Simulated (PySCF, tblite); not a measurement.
Isomers of [C6H7ClO]+ (charge +1 and doublet state), one GFN2-xTB conformer each. Single-point energies are computed at B3LYP/pcH-1 (PySCF, gas phase, no added dispersion term), electronic only. GFN2-xTB treats the open shell by occupation alone, and not every SCF solution was tested for stability.

```csv
SMILES,GFN2-xTB relative energy (kJ/mol)
O=C1CC[CH+][C](Cl)C1,0.0
O=C[C@H]1[CH+][C](Cl)CC1,26.5
```

Conformers: `[O:1]=[C:2]1[CH2:3][CH2:4][CH+:5][C:6]([Cl:7])[CH2:8]1` (charge +1 and doublet state) with O1–C2–C3–C4 125°, C2–C3–C4–C5 36°, C3–C4–C5–C6 -11°, C4–C5–C6–Cl7 -171°; `[O:1]=[CH:2][C@H:3]1[CH+:4][C:5]([Cl:6])[CH2:7][CH2:8]1` (charge +1 and doublet state) with O1–C2–C3–C4 -88°, C2–C3–C4–C5 98°, C3–C4–C5–Cl6 -178°, C4–C5–C7–C8 14°, C5–C7–C8–C3 -22°.

Q: What does B3LYP/pcH-1 give for the same structures?

A: 
```tsv
SMILES	B3LYP/pcH-1 E (Eh)	B3LYP/pcH-1 (kJ/mol)	GFN2-xTB (kJ/mol)	point group
O=C1CC[CH+][C](Cl)C1	-767.96027	0.0	0.0	C1
O=C[C@H]1[CH+][C](Cl)CC1	-767.95160	22.8	26.5	C1
```

Both levels put the same isomer lowest. 

Q: What happens when harmonic zero-point energies from GFN2-xTB frequencies are added?

A: 
```
                  SMILES  ZPE (kJ/mol)  electronic (kJ/mol)  with ZPE (kJ/mol)
    O=C1CC[CH+][C](Cl)C1         294.1                  0.0                0.0
O=C[C@H]1[CH+][C](Cl)CC1         293.3                 22.8               21.9
```

The zero-point energies span 0.8 kJ/mol. The order is unchanged.
